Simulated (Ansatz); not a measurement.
Calculated with Ansatz (gas phase, PBE0-D4/def2-TZVP geometries, no zero-point term in ΔE). CBS: MP2 limit from def2 TZ/QZ plus the TZ coupled-cluster correction, frozen cores. This one scheme is used for every species. Functionals use def2-TZVPP. HSE06 is defined as in plane-wave codes. Each species was taken in one conformer, which may not be the lowest.

Reaction (ligand exchange at the Al–C bond): `C#[C][AlH][OH]` + CH₃NH₂ → `C[NH][AlH][OH]` + acetylene

Is it downhill or uphill in electronic energy at CCSD(T)/CBS, and by how much? (Best estimate.)

The calculation gave: Downhill: ΔE = -25.2 kJ/mol.

What do these levels give: r2SCANh-D4, HSE06-D4, ωB97M-V, B2PLYP, BLYP, r2SCANh, HSE06, CAM-B3LYP, RPA@PBE/def2-TZVPP, HF/def2-TZVPP, HF/def2-QZVPP, SCS-MP2/def2-QZVPP? (An estimate is asked.)

Computed: r2SCANh-D4 -24.0, HSE06-D4 -22.2, ωB97M-V -25.4, B2PLYP -24.4, BLYP -22.9, r2SCANh -23.4, HSE06 -20.5, CAM-B3LYP -27.7, RPA@PBE/def2-TZVPP -20.8, HF/def2-TZVPP -19.0, HF/def2-QZVPP -19.8, SCS-MP2/def2-QZVPP -25.0 kJ/mol.

Largest T1 diagnostic among the species: 0.014.

Leaving LDA and LC-ωPBE aside and taking each functional with its dispersion term where it has one, the values, not all of them listed here, spread over 9.7 kJ/mol, from CAM-B3LYP-D4 to B97M-V. LDA lies −10.9 kJ/mol from PBE without D4. The D4 term adds −3.2 kJ/mol with B3LYP and −1.8 kJ/mol with PBE0; it sums over pairs of atoms, weighted by their polarisabilities, and B3LYP, whose exchange is more repulsive, gets the larger term.

B3LYP here is the variant with VWN-RPA as its local correlation; programs differ in this.
